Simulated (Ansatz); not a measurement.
`CCCCCCCCB(O)O`. Total charge 0; triplet. Geometry PBE0-D4/def2-SVP, that of the neutral singlet; atoms count from 1.

```xyz
30

C    -3.766   -3.170   -0.767
C    -2.353   -2.687   -0.485
C    -2.069   -1.293   -1.026
C    -0.660   -0.795   -0.740
C    -0.379    0.591   -1.305
C     1.033    1.109   -1.056
C     1.360    1.396    0.404
C     2.764    1.967    0.615
B     3.080    2.249    2.130
O     3.270    3.540    2.539
O     3.129    1.182    2.984
H    -3.968   -3.204   -1.850
H    -3.940   -4.180   -0.366
H    -4.515   -2.500   -0.315
H    -2.168   -2.696    0.604
H    -1.625   -3.397   -0.915
H    -2.246   -1.283   -2.118
H    -2.800   -0.580   -0.602
H     0.073   -1.511   -1.156
H    -0.493   -0.799    0.351
H    -0.569    0.573   -2.393
H    -1.109    1.309   -0.888
H     1.767    0.385   -1.455
H     1.184    2.036   -1.638
H     1.253    0.477    1.004
H     0.608    2.102    0.803
H     3.505    1.243    0.230
H     2.889    2.890    0.026
H     3.444    3.653    3.478
H     3.301    1.396    3.905
```

At PBE0-D4/def2-TZVP a singlet of charge 0 lies 7.63 eV below the triplet at the same geometry.

**Question.** Estimate the Mulliken populations of the heavy atoms from the PBE0/def2-TZVP orbitals of Ansatz.

**Answer.** 
| atom | charge (e) | spin (α − β) |
| --- | --- | --- |
| C1 | -0.36 | 0.00 |
| C2 | -0.17 | 0.00 |
| C3 | -0.21 | 0.00 |
| C4 | -0.24 | 0.00 |
| C5 | -0.15 | 0.01 |
| C6 | -0.13 | 0.04 |
| C7 | -0.30 | 0.03 |
| C8 | -0.20 | 0.03 |
| B9 | 0.07 | 0.18 |
| O10 | -0.09 | 0.31 |
| O11 | -0.02 | 0.40 |
Mulliken values depend strongly on the basis.

**Question.** Where does the spin sit?

**Answer.** Summed by element: C 0.12, B 0.18, O 0.71, H 0.99, of 2 unpaired in all. Largest on single atoms: H30 0.48, O11 0.40, H29 0.37.

**Question.** And the Mayer bond orders between heavy atoms (over 0.3)?

**Answer.** C1–C2 1.01 (1.52 Å); C2–C3 1.02 (1.52 Å); C3–C4 1.03 (1.52 Å); C4–C5 1.02 (1.52 Å); C5–C6 1.00 (1.52 Å); C6–C7 0.97 (1.52 Å); C7–C8 1.00 (1.53 Å); C8–B9 0.94 (1.57 Å); B9–O10 1.31 (1.37 Å); B9–O11 1.24 (1.37 Å).
